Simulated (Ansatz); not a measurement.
Isomers of CH$_{9}$BGeSi, relaxed with PBE0-D4/def2-TZVP in Ansatz; electronic energies, one conformer each and not always the lowest. Functionals use def2-TZVPP; CBS adds triple-zeta CCSD(T) − MP2 to the MP2 limit of def2-TZVPP and def2-QZVPP.

Outer-core shells of Ge are correlated without core-valence functions. Scalar relativity is left out up to krypton. Spin–orbit coupling is left out.

Problem. Order them by energy at frozen-core CCSD(T)/CBS, lowest first. (Estimate.)
A. `[BH2][GeH2][CH2][SiH3]`
B. `B[CH]([SiH3])[GeH3]`
C. `B[SiH2][CH2][GeH3]`
D. `B[CH2][GeH2][SiH3]`

Solution. D (0.0 kJ/mol), B (4.9 kJ/mol), A (49.5 kJ/mol), C (63.1 kJ/mol).

Problem. How do PBE-D4, B3LYP, MP2/CBS(def2), r2SCAN-D4 place them (kJ/mol, against `B[CH2][GeH2][SiH3]`)? (Best estimate.)

Solution. The calculation gave: 
```tsv
isomer	PBE-D4	B3LYP	MP2/CBS(def2)	r2SCAN-D4
`B[SiH2][CH2][GeH3]`	73.1	62.2	67.6	69.4
`[BH2][GeH2][CH2][SiH3]`	64.8	52.6	51.2	59.6
`B[CH]([SiH3])[GeH3]`	19.0	12.2	0.9	12.4
```

B3LYP here is the variant with VWN-RPA as its local correlation; programs differ in this.
